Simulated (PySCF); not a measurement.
# Reading the logs of faulty runs: AlBClHN cation

Calculated results; nothing here was measured. The program is PySCF 2.14.0, an open-source quantum chemistry code, run on an isolated molecule that a program drew, which may never have been made. The molecule is AlBClHN cation (charge +1, singlet), drawn as the SMILES string `[BH+][N]=[Al][Cl]`.

Each row is a Hartree-Fock (HF) and frozen-core CCSD(T) single point in the cc-pV(D+d)Z basis, meant for a local HF minimum. Run 1 is clean. Each other run has one planted mistake out of seven kinds, and not every kind appears here: one electron removed, one electron added, multiplicity raised by two, geometry at a saddle point, minimal basis STO-3G, one bond length entered in bohr, all coordinates scaled. The reference is restricted for singlets and unrestricted otherwise, and also for a bond in bohr. Adding or removing an electron swaps singlet and doublet. Electrons count all cores. HOMO and LUMO are orbital energies over both spins, the gradient is its largest component, and the lowest frequency (negative if imaginary) is given only where the gradient is small. Bond lengths are over the 4 bonds as drawn. T1 is the CCSD diagnostic: over 0.02 (restricted) or 0.045 (unrestricted) a single reference is doubtful.

Geometry of the clean run:
```xyz
5
AlBClHN cation, angstrom
B     1.5961   -0.7002    0.6543
N     2.4836   -0.5283   -0.2361
Al    3.6534   -0.3018   -1.4095
Cl    5.0596   -0.0295   -2.8203
H     0.7782   -0.8586    1.4747
```

```
run,electrons,basis functions,<S^2>,HOMO (eV),LUMO (eV),gradient (hartree/bohr),lowest frequency (cm^-1),mean bond (Å),longest bond (Å),T1,HF (hartree),CCSD(T) (hartree),mistake
1,42,79,0.000,-17.67,-4.33,1.1e-05,103,1.5302,2.010,0.0155,-781.00199,-781.44444,no fault
2,41,79,0.756,-23.04,-13.94,8.0e-02,-,1.5302,2.010,0.0205,-780.43255,-780.82329,one electron removed
3,43,79,0.761,-5.68,1.35,5.7e-02,-,1.5302,2.010,0.0166,-781.18526,-781.64760,?
4,42,29,0.000,-15.77,-0.83,3.9e-02,-,1.5302,2.010,0.0204,-772.23562,-772.39883,?
```

**Which mistake was planted in run 3, and what did it cost?**

It counts 43 electrons, one more than the clean run, at the same geometry and basis. So the mistake is: one electron added. Subtracting run 1 and multiplying by 627.51 kcal/mol a hartree, the energy moved by -115.0 kcal/mol in HF and -127.5 kcal/mol in CCSD(T).

**Which mistake was planted in run 4, and what did it cost?**

It has 29 basis functions where the clean run has 79, with the same electrons and geometry. So the mistake is: minimal basis STO-3G. Subtracting run 1 and multiplying by 627.51 kcal/mol a hartree, the energy moved by 5501.0 kcal/mol in HF and 5676.2 kcal/mol in CCSD(T).

Cautions from the logs. Run 4: T1 is over the limit, so its CCSD(T) energy is less reliable.
